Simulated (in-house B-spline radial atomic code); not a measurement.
The numbers below are computed, except where a source is named.
V in an electron gas of r_s = 1.5: phase shifts, screening and friction

A nucleus sits in a uniform electron gas with a rigid positive background. The Kohn-Sham equations are solved self-consistently in the spin-unpolarised LDA (PW92), non-relativistic, on B-splines with outgoing waves at the boundary and partial waves to l = 8. The model has no lattice, no bands and no magnetic solution. Atomic units; δ_l are the phase shifts at the Fermi level, counted so that each bound state adds π, and good to about 0.0005.

The density parameter is r_s = 1.5 bohr.

```json
{"l": "0", "δ_l (rad)": "8.2070"}
{"l": "1", "δ_l (rad)": "5.8105"}
{"l": "2", "δ_l (rad)": "1.9055"}
{"l": "3", "δ_l (rad)": "0.0911"}
{"l": "4", "δ_l (rad)": "0.0238"}
{"l": "5", "δ_l (rad)": "0.0062"}
{"l": "6", "δ_l (rad)": "0.0016"}
{"l": "7", "δ_l (rad)": "0.0002"}
{"l": "8", "δ_l (rad)": "-0.0001"}
```

Bound levels below the band bottom (hartree): s -194.1, s -20.62, p -17.24, s -1.521, p -0.6383.

Question: Check the Friedel sum rule, and say where the screening charge sits.

Answer: k_F = (9π/4)^(1/3)/r_s = 1.27944. The rule is Z = (2/π) Σ (2l + 1) δ_l. The terms are s 5.225, p 11.097, d 6.065, f 0.406 and 0.194 beyond, in all 22.987 against Z = 23. Bound states hold 6 s, 12 p, 0 d electrons, so the scattering states carry 4.99 in all; where a term is smaller than its bound count, the bound level has drawn weight out of the band.

Question: Find the transport cross section and the electronic stopping of a 10 keV V ion (mass 50.94 u).

Answer: σ_tr = (4π/k_F²) Σ (l + 1) sin²(δ_l − δ_(l+1)). The terms for l = 0 to 3 are 0.4597, 0.9560, 2.8255, 0.0181, all together 4.2610, so σ_tr = 7.677 × 4.2610 = 32.710 bohr². With n = 3/(4π r_s³) = 0.07074, the friction coefficient is Q = n k_F σ_tr = 2.9603. For v well below v_F = 1.279, dE/dx = Q v; with 24801 eV per u at v = 1, v = √(10000/(24801 × 50.94)) = 0.0890, so dE/dx = 0.26338 hartree/bohr = 135 eV/nm. The largest term couples the d and f waves.
